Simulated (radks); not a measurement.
Neutral lanthanum, configuration [Xe] 5d3 (not the ground configuration). Method: scalar-relativistic Kohn-Sham, PBE, spin-polarised, spherical densities, finite nucleus; open shells are filled with parallel spins first (spin-orbit coupling, left out, can overturn this in heavy ions); Fermi nuclear charge, rms radius 4.855 fm; computed with a radial shooting solver on a logarithmic mesh with Libxc functionals.

Normalised radial functions P(r) = r R(r), r in bohr:

| r | 5s up | 5s down | 5d up |
|---|---|---|---|
| 0.001024 | 0.0334 | 0.0338 | 0.0000 |
| 0.001387 | 0.0431 | 0.0436 | 0.0000 |
| 0.00188 | 0.0550 | 0.0557 | 0.0000 |
| 0.002548 | 0.0696 | 0.0704 | 0.0000 |
| 0.003453 | 0.0865 | 0.0876 | 0.0000 |
| 0.004643 | 0.1047 | 0.1060 | 0.0001 |
| 0.006293 | 0.1234 | 0.1249 | 0.0002 |
| 0.008528 | 0.1387 | 0.1405 | 0.0004 |
| 0.01156 | 0.1449 | 0.1467 | 0.0009 |
| 0.01566 | 0.1337 | 0.1353 | 0.0021 |
| 0.02123 | 0.0951 | 0.0963 | 0.0046 |
| 0.02877 | 0.0221 | 0.0224 | 0.0098 |
| 0.03899 | -0.0809 | -0.0819 | 0.0199 |
| 0.05285 | -0.1857 | -0.1880 | 0.0382 |
| 0.07162 | -0.2337 | -0.2366 | 0.0676 |
| 0.09706 | -0.1561 | -0.1580 | 0.1068 |
| 0.1305 | 0.0537 | 0.0544 | 0.1433 |
| 0.1769 | 0.2894 | 0.2930 | 0.1523 |
| 0.2397 | 0.3120 | 0.3159 | 0.0981 |
| 0.3249 | -0.0082 | -0.0085 | -0.0303 |
| 0.4403 | -0.4257 | -0.4310 | -0.1802 |
| 0.5967 | -0.4427 | -0.4478 | -0.2412 |
| 0.8087 | 0.1031 | 0.1055 | -0.1278 |
| 1.096 | 0.7441 | 0.7534 | 0.1269 |
| 1.485 | 0.9394 | 0.9445 | 0.3944 |
| 2.013 | 0.6609 | 0.6539 | 0.5505 |
| 2.706 | 0.2920 | 0.2820 | 0.5573 |
| 3.668 | 0.0756 | 0.0716 | 0.4585 |
| 4.971 | 0.0105 | 0.0097 | 0.3142 |
| 6.737 | 0.0007 | 0.0006 | 0.1766 |
| 9.13 | 0.0000 | 0.0000 | 0.0789 |
| 12.37 | 0.0000 | 0.0000 | 0.0252 |

5s up: eigenvalue -36.029 eV, 4 radial nodes at r = 0.0309, 0.122, 0.323, 0.773 bohr, <r> = 1.57 bohr, 90 % of the charge inside 2.27 bohr. 5s down: eigenvalue -35.364 eV, 4 radial nodes at r = 0.0309, 0.122, 0.323, 0.773 bohr, <r> = 1.56 bohr, 90 % of the charge inside 2.24 bohr. 5d up: eigenvalue -1.764 eV, 2 radial nodes at r = 0.306, 0.954 bohr, <r> = 3.39 bohr, 90 % of the charge inside 5.59 bohr.
